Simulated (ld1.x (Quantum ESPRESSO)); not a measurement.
**u(r) = r·R(r): atom against pseudo-atom (Al)**

Columns: radius, all-electron u(r) and pseudo u(r) of the 3p shell (level -2.71 eV) of aluminium in the configuration [Ne] 3s2 3p1; PBE, scalar-relativistic, TM scheme, ld1.x (Quantum ESPRESSO) 7.5.

```
r (bohr)  all-electron   pseudo
   0.094        0.0670  -0.0025
   0.188        0.1541  -0.0099
   0.282        0.2037  -0.0218
   0.376        0.2134  -0.0379
   0.470        0.1927  -0.0576
   0.564        0.1521  -0.0801
   0.658        0.0999  -0.1048
   0.752        0.0419  -0.1310
   0.846       -0.0182  -0.1583
   0.940       -0.0777  -0.1863
   1.034       -0.1350  -0.2150
   1.128       -0.1890  -0.2445
   1.222       -0.2393  -0.2748
   1.316       -0.2854  -0.3060
   1.410       -0.3275  -0.3379
   1.504       -0.3656  -0.3700
   1.598       -0.3999  -0.4013
   1.692       -0.4305  -0.4307
   1.786       -0.4574  -0.4574
   1.880       -0.4806  -0.4806
   1.974       -0.5004  -0.5004
   2.068       -0.5169  -0.5169
   2.162       -0.5302  -0.5302
   2.256       -0.5407  -0.5407
   2.350       -0.5485  -0.5485
   2.444       -0.5539  -0.5539
```

**Question.** How many radial nodes do the two functions have?

**Answer.** The all-electron 3p function has n − l − 1 = 1; the pseudo-wave has 0, since the states of the same l below it are removed with the core.

**Question.** At about which radius was the pseudo-wave matched?

**Answer.** 1.88 bohr. The columns agree to 0.0005 from 1.69 bohr on; several derivatives are matched, so the curves merge somewhat inside the radius.

**Question.** Is the pseudo-wave norm-conserving?

**Answer.** Yes: the TM scheme keeps the norm inside the radius equal to the all-electron one, which fixes the energy derivative of the logarithmic derivative at the level.
